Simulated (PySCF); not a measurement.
A geometry optimisation on `IB(I)I`.

Method: PBE0-D3(BJ)/def2-SVP geometry optimisation, gas phase, def2 core potentials past Kr (PySCF 2.14.0). Start geometry: GFN2-xTB. The input is one job of a driver script: a line of settings, then coordinates in Å.

Input:
```
{"job": {"xc": "PBE0", "basis": "def2-SVP", "d3": "d3bj", "grid": 1, "maxiter": 30, "shake": 0.01, "kind": "geom"}, "charge": 0, "multiplicity": 1}
I     -1.776890    -1.017410     0.784740
B     -0.002660    -0.003080     0.313780
I      1.830880    -0.890780     0.793660
I     -0.013330     1.885890    -0.635640
```

Output:
```
step   0  E = -918.02035742  max force = 0.009174
step   1  E = -918.02092403  max force = 0.000684
step   2  E = -918.02091504  max force = 0.000827
step   3  E = -918.02092685  max force = 0.000296
optimisation converged
```

Energies in Eh; «max force» is the largest Cartesian gradient component in Eh/bohr.

Problem. Give the first gradient maximum in eV/Å.

Solution. With 1 Eh/bohr = 51.422 eV/Å, 0.472 eV/Å.

Problem. How much energy does the optimisation release, in kJ/mol?

Solution. E(step 0) − E(last step) = 0.000569 Eh, which is 1.5 kJ/mol.

In short: final energy -918.02093 Eh after 3 steps; dipole 0.00 D.

Problem. Where do the atoms end?

Solution. 0.027 Å rms from the input after alignment:
```
atom  x, y, z in Å
I1    -1.7468   -0.9447    0.8657
B2     0.0587   -0.0062    0.2765
I3     1.9205   -0.8767    0.7911
I4     0.0053    1.8071   -0.8170
```

Hardware: an Intel Xeon Platinum 8488C with one thread, on a shared host. Cost: 29 s of wall time, 0.41 GiB resident at most.
Labels such as C1 count atoms from 1, the log's own numbers from 0.
